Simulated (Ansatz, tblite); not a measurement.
Removing and adding an electron: GeHCl₃. Total charge 0; singlet. Geometry: PBE0-D4/def2-SVP. Ansatz, gas phase; energy differences of separate SCF runs; the oxidised species was run as a doublet alone; the reduced species was run as a doublet alone.

```xyz
5

Ge   -0.104    0.049    0.089
H    -1.202    0.564    1.015
Cl   -0.872   -1.455   -1.221
Cl    1.499   -0.798    1.219
Cl    0.679    1.640   -1.103
```

The xTB rows come from tblite. HOMO above LUMO, or a gap near zero within one spin, warns that the state may not be the lowest or that an electron is smeared out.

Q: Estimate orbital energies and vertical ionisation energies and electron affinities at: GFN1-xTB; GFN2-xTB; PBE-D4/def2-TZVP; PBE-D4/def2-TZVPD; r2SCAN-D4/def2-TZVP; r2SCAN-D4/def2-TZVPD; PBE0-D4/def2-TZVP; PBE0-D4/def2-TZVPD.

A: 
```json
{"level": "GFN1-xTB", "−HOMO (eV)": "12.67", "vertical IE (eV)": "15.10", "−LUMO (eV)": "6.24", "vertical EA (eV)": "3.46", "HOMO–LUMO gap (eV)": "6.42", "IE − EA (eV)": "11.63", "remarks": "–"}
{"level": "GFN2-xTB", "−HOMO (eV)": "12.17", "vertical IE (eV)": "14.83", "−LUMO (eV)": "6.15", "vertical EA (eV)": "3.85", "HOMO–LUMO gap (eV)": "6.03", "IE − EA (eV)": "10.98", "remarks": "–"}
{"level": "PBE-D4/def2-TZVP", "−HOMO (eV)": "7.94", "vertical IE (eV)": "10.85", "−LUMO (eV)": "2.50", "vertical EA (eV)": "–", "HOMO–LUMO gap (eV)": "5.43", "IE − EA (eV)": "–", "remarks": "gap within one spin near zero (+1 doublet)"}
{"level": "PBE-D4/def2-TZVPD", "−HOMO (eV)": "8.00", "vertical IE (eV)": "–", "−LUMO (eV)": "2.63", "vertical EA (eV)": "0.23", "HOMO–LUMO gap (eV)": "5.37", "IE − EA (eV)": "–", "remarks": "HOMO above zero (-1 doublet)"}
{"level": "r2SCAN-D4/def2-TZVP", "−HOMO (eV)": "8.33", "vertical IE (eV)": "11.15", "−LUMO (eV)": "2.26", "vertical EA (eV)": "–", "HOMO–LUMO gap (eV)": "6.07", "IE − EA (eV)": "–", "remarks": "–"}
{"level": "r2SCAN-D4/def2-TZVPD", "−HOMO (eV)": "8.36", "vertical IE (eV)": "–", "−LUMO (eV)": "2.34", "vertical EA (eV)": "0.04", "HOMO–LUMO gap (eV)": "6.02", "IE − EA (eV)": "–", "remarks": "HOMO above zero (-1 doublet)"}
{"level": "PBE0-D4/def2-TZVP", "−HOMO (eV)": "9.39", "vertical IE (eV)": "11.43", "−LUMO (eV)": "1.52", "vertical EA (eV)": "–", "HOMO–LUMO gap (eV)": "7.86", "IE − EA (eV)": "–", "remarks": "–"}
{"level": "PBE0-D4/def2-TZVPD", "−HOMO (eV)": "9.42", "vertical IE (eV)": "–", "−LUMO (eV)": "1.65", "vertical EA (eV)": "0.02", "HOMO–LUMO gap (eV)": "7.77", "IE − EA (eV)": "–", "remarks": "HOMO above zero (-1 doublet)"}
```

   A HOMO above zero means that the electron is unbound at that level or that self-interaction error raises the level; the energy of removing that electron tells which. Raw xTB energy differences between charge states are shifted by several eV; the methods need an empirical correction for them.
